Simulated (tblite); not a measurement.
Start geometry of `C=CO/C=C/C(=C)[SiH2][SiH3]` from a force field or distance geometry (Å):
```
atom  x, y, z in Å
C1     4.5373   -0.8192    0.2197
C2     3.2545   -0.8365   -0.1652
O3     2.4988    0.3172   -0.2755
C4     1.1101    0.2022   -0.0302
C5     0.3650    1.2613    0.2239
C6    -1.0707    1.1986    0.4868
C7    -1.6785    2.3543    0.7056
Si8   -2.0066   -0.3726    0.5404
Si9   -3.1902   -0.7534   -1.3174
H10    5.1411   -1.6926    0.3287
H11    4.9522    0.1565    0.4312
H12    2.7772   -1.8074   -0.3804
H13    0.6852   -0.7967   -0.0165
H14    0.8501    2.2430    0.2061
H15   -1.0382    3.2497    0.6637
H16   -2.7442    2.4315    0.9351
H17   -2.9265   -0.2507    1.6989
H18   -1.0487   -1.4516    0.8224
H19   -2.4437   -0.5513   -2.5398
H20   -3.7041   -2.1295   -1.2026
H21   -4.3287    0.2190   -1.3355
```

Task: What comes out of this run: GFN2-xTB geometry optimisation, gas phase in tblite 0.8.0?

Result: 
```
atom  x, y, z in Å
C1     4.2183   -0.9306   -0.4926
C2     2.9178   -0.8914   -0.2460
O3     2.2737    0.2711    0.0155
C4     0.9425    0.2358    0.2654
C5     0.2537    1.3509    0.5178
C6    -1.1668    1.4031    0.7869
C7    -1.7393    2.5856    1.0357
Si8   -2.2188   -0.1720    0.7305
Si9   -2.3338   -1.0340   -1.4142
H10    4.7104   -1.8610   -0.6991
H11    4.8114   -0.0345   -0.4918
H12    2.3014   -1.7866   -0.2429
H13    0.4776   -0.7457    0.2485
H14    0.7940    2.2891    0.5250
H15   -1.1751    3.5063    1.0513
H16   -2.7926    2.6752    1.2376
H17   -3.5412    0.1925    1.2601
H18   -1.6628   -1.1256    1.7077
H19   -1.0746   -0.8886   -2.1529
H20   -2.6370   -2.4691   -1.4090
H21   -3.3674   -0.3987   -2.2342
```

The energy falls by 11.3 kcal/mol over 201 L-BFGS steps, the largest force on an atom goes from 1.90 to 0.010 eV/Å, and the atoms move by 0.785 Å rms after alignment. The bond that changes most is Si8–Si9 (SiH2 silicon to SiH3 silicon), which lengthens by 0.079 Å. Bonds longer at the end by more than 0.005 Å: 6 of 20; shorter: 12. Among the angles that change most is C6–C7–H15, from 115.9° to 122.2°. Among the dihedrals that turn most is C5–C6–Si8–H18, from 22° to 59°. Rotational constants go from 2006, 458.9, 402.0 to 1542, 564.8, 444.6 MHz. The orientation of the end geometry is arbitrary; only internal coordinates are fixed.

Hardware: an Arm Neoverse V2 with one thread, shared host. Cost: 1.7 s.

GFN2-xTB frequencies show an imaginary mode (30i cm⁻¹), so the point is no minimum at that level. 3 starts were optimised and ended at 0.00, 0.08 and 1.09 kcal/mol (GFN2-xTB); the lowest of these is shown.

The numbers are calculated, not measured.
